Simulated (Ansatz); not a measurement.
A structure drawn as `[NH2][Nb](=[O])([Cl])[Cl]`, with this starting geometry:

Cartesian coordinates in Å:
```
N -1.034 0.923 -0.391
Nb 0.350 -0.364 0.484
O -0.246 -0.789 2.110
Cl 0.578 -2.342 -0.752
Cl 2.506 0.695 0.662
H -0.468 1.513 -1.157
H -1.686 0.364 -0.956
```

The species carries charge 0 and has multiplicity 1. Nb takes the def2 core potential.

**Question.** Relax it with Ansatz at PBE-D4/def2-SVP and then PBE0-D4/def2-TZVP. Is the drawn bonding still there?

**Answer.** Yes, every drawn bond is still there and no new one forms.

**Question.** Give the relaxed structure. (Estimate.)

**Answer.** Computed: 
Z-matrix (Å, degrees):
```
Nb
O 1 1.681
Cl 1 2.301 2 110.6
N 1 1.939 2 103.7 3 117.9
Cl 1 2.301 2 110.6 3 -124.2
H 4 1.012 1 123.9 2 180.0
H 4 1.010 1 125.1 2 -0.0
```
All modes are real.

Atoms count as bonded under 1.1 times the sum of their covalent radii (H–H under 0.85 Å, pairs among N, O and F under 1.55 Å), and a drawn bond as lost past 1.3 times.
